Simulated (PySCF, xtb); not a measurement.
BOCl, SMILES O=BCl.

Geometry: r2SCAN-D4/def2-TZVP.

Computed with IEF-PCM-M06-2X/def2-SVP (PySCF).

The values are the electrostatic part of the solvation free energy, E(continuum) − E(gas) at the gas-phase geometry, in a cavity of scaled van der Waals radii (PySCF's table); cavitation and dispersion terms are not included. In vacuum the orbital gap is 12.66 eV. The dipole moment in vacuum is 2.52 D.

```tsv
solvent	ε	ΔG(elec) (kcal/mol)	dipole (D)	gap (eV)
water	78.36	-3.3	3.05	12.79
dimethylsulfoxide	46.83	-3.3	3.04	12.79
n-hexane	1.88	-1.2	2.71	12.71
```

For comparison, GFN2-xTB/ALPB(water) (xtb, at the GFN2-xTB geometry, all terms of that model) gives -0.5 kcal/mol.
